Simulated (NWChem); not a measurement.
System: benzothiadiazole (C6H4N2S); SMILES c1c2nsnc2ccc1

The following NWChem deck was run.

```
start job
memory heap 200 mb stack 900 mb global 1100 mb
geometry units angstroms noautoz
  C      0.000000     0.714953     2.403119
  C      0.000000    -0.714953     2.403119
  C      0.000000    -1.437995     1.239384
  C      0.000000    -0.724234     0.008436
  N      0.000000    -1.249138    -1.217906
  S      0.000000     0.000000    -2.256763
  N      0.000000     1.249138    -1.217906
  C      0.000000     0.724234     0.008436
  C      0.000000     1.437995     1.239384
  H      0.000000     1.238048     3.362517
  H      0.000000    -1.238048     3.362517
  H      0.000000    -2.528928     1.230688
  H      0.000000     2.528928     1.230688
end
basis spherical
  * library 6-31g*
end
dft
  xc xpbe96 cpbe96
  iterations 150
  mulliken
end
task dft energy
```

Geometry: optimised at PBE0/def2-SVP. Not confirmed as a minimum by frequencies.

**Question.** What results follow from this input? (PBE/6-31G* (spherical d).) Quantities: energy (Ha); highest occupied level (eV); orbital gap (eV); dipole (D).

**Answer.** 
```json
{
 "energy (Ha)": "-738.12",
 "highest occupied level (eV)": "-5.89",
 "orbital gap (eV)": "3.02",
 "dipole (D)": "1.84"
}
```
